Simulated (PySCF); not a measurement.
This PySCF input asks for the NMR shieldings of `S(B)[C@H](C)F`, C2H6BFS; the geometry comes from GFN2-xTB.

```python
import basis_set_exchange as bse
import numpy as np
from pyscf import gto, dft
from pyscf.prop import nmr

atoms = """
B     2.071879   -0.000586    0.113186
S     0.889352   -1.237849    0.467830
C    -0.701369   -0.302715    0.627504
C    -1.220290    0.165564   -0.714406
F    -0.522042    0.764658    1.463509
H     1.755416    1.118126    0.030211
H     3.171619   -0.361251   -0.023714
H    -1.395251   -0.985628    1.128799
H    -0.498795    0.830627   -1.184468
H    -2.155818    0.704742   -0.576407
H    -1.389277   -0.693017   -1.358008
"""
names = dict.fromkeys(["B", "S", "C", "F", "H"], "pcSseg-1")
basis = {el: gto.basis.parse(bse.get_basis(n, elements=[el], fmt="nwchem")) for el, n in names.items()}
mol = gto.M(atom=atoms, basis=basis, charge=0, verbose=0)
mf = dft.RKS(mol, xc="PBE0")
mf.grids.level = 2
mf.grids.alignment = dft.numint.BLKSIZE   # the property module wants whole blocks of grid points
mf.conv_tol = 1e-9
mf.kernel()

calc = nmr.RKS(mf)   # GIAO
C = mf.mo_coeff
Co = C[:, mf.mo_occ > 0]
resp = mf.gen_response(singlet=True, hermi=2)
def vind(x):   # induced exchange potential for any number of trial vectors
    d = np.einsum("pi,xij,qj->xpq", C, 2 * x.reshape(-1, C.shape[1], Co.shape[1]), Co, optimize=True)
    return np.einsum("xpq,pi,qj->xij", resp(d - d.transpose(0, 2, 1)), C, Co, optimize=True).ravel()
mo1, _ = nmr.rhf.solve_mo1(calc, with_cphf=vind)
sigma = calc.kernel(mo1)
for i, s in enumerate(sigma):   # ppm
    print("%2d %-2s %9.2f" % (i, mol.atom_pure_symbol(i), np.trace(s) / 3))
```

Task: What does it print?

Result: 
```
 0 B      36.12
 1 S     256.31
 2 C      87.06
 3 C     158.42
 4 F     354.05
 5 H      24.15
 6 H      24.58
 7 H      25.61
 8 H      29.77
 9 H      29.80
10 H      30.41
```

These numbers come from an equivalent density-fitted implementation of the same equations, which agrees with the script to about 0.01 ppm for H and up to a few tenths of a ppm for heavy atoms, so last digits may differ.

Size and cost of the density-fitted run: 122 basis functions, 9.6 s wall time on 1 thread of an Arm Neoverse V1, shared host; peak memory 0.55 GiB.
